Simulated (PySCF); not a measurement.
Compound: C6H9FO2.
Atom-mapped SMILES: `[CH3:1][O:2][C@@:3]1([F:4])[CH:5]=[CH:6][O:7][CH2:8][CH2:9]1` (hydrogens: H10, H11, H12 on C1; H13 on C5; H14 on C6; H15, H16 on C8; H17, H18 on C9)

The closed-shell ground state was solved at several levels (PySCF, density fitting, gas phase, non-relativistic). The structure is a single PBE0-D3(BJ)/def2-SVP conformer in the gas phase; no vibrational or solvent corrections.

| level | basis functions | total energy (Eh) | HOMO (eV) | LUMO (eV) | gap (eV) | dipole (D) |
| --- | --- | --- | --- | --- | --- | --- |
| PBE0/pcSseg-1 | 198 | -483.7327 | -6.83 | 0.39 | 7.22 | 1.94 |
| wB97X-D/def2-SVPD | 261 | -483.8326 | -8.75 | 2.09 | 10.84 | 1.91 |

Question: What might wB97X-D/pcSseg-1 (198 basis functions) give for the same quantities?

Answer: Total energy -484.1094 Eh, HOMO -8.68 eV, LUMO 2.22 eV, gap 10.90 eV, dipole 1.98 D.

Question: Over all these levels, which gives the widest orbital gap and which the narrowest?

Answer: wB97X-D/pcSseg-1 (range-separated hybrid) has the widest, 10.90 eV, and PBE0/pcSseg-1 (global hybrid, 25 % exact exchange) the narrowest, 7.22 eV. The two share the basis. From the narrowest to the widest the HOMO moves by -1.85 eV and the LUMO by +1.83 eV.

Question: How far do the dipole and the HOMO energy spread over the levels?

Answer: The dipole runs from 1.91 to 1.98 D (mean 1.94 D) and the HOMO from -8.75 to -6.83 eV.

Note: wB97X-D ran without an empirical dispersion term, which enters the total energy and its gradient alone.
